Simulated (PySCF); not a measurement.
Species: C4H9N (charge 0, singlet). SMILES: NC1CCC1
Structure (B3LYP-D3(BJ)/def2-TZVP (Ansatz) minimum search):
```xyz
14

C     -1.5398     0.2655     0.2709
C     -0.6234    -0.9815     0.2024
C      0.5971    -0.0373     0.2786
C     -0.3237     1.1240    -0.1576
N      1.7132    -0.3468    -0.6022
H     -1.8557     0.4849     1.2912
H     -2.4165     0.2798    -0.3747
H     -0.6644    -1.4556    -0.7791
H     -0.7297    -1.7420     0.9762
H      0.8911     0.1004     1.3288
H     -0.1838     2.0937     0.3203
H     -0.2801     1.2446    -1.2408
H      2.1797    -1.1960    -0.3002
H      2.4060     0.3942    -0.5721
```

Dispersion corrections to the total energy (kcal/mol) from the dftd3 and dftd4 libraries through PySCF: D3(BJ) without and D4 with the three-body term, each with the damping fitted for the functional named.

```csv
functional,D3(BJ),D4
BP86,(withheld),-7.67
PW6B95,-2.84,-5.14
BLYP,-13.26,-13.53
revPBE,-16.88,-21.36
B3LYP,-10.75,-9.51
PBE,-6.48,(withheld)
CAM-B3LYP,-4.61,(withheld)
```

Problem. Some entries are withheld; supply them.

Solution. 
- BP86, D3(BJ): -9.46
- PBE, D4: -5.98
- CAM-B3LYP, D4: -4.92
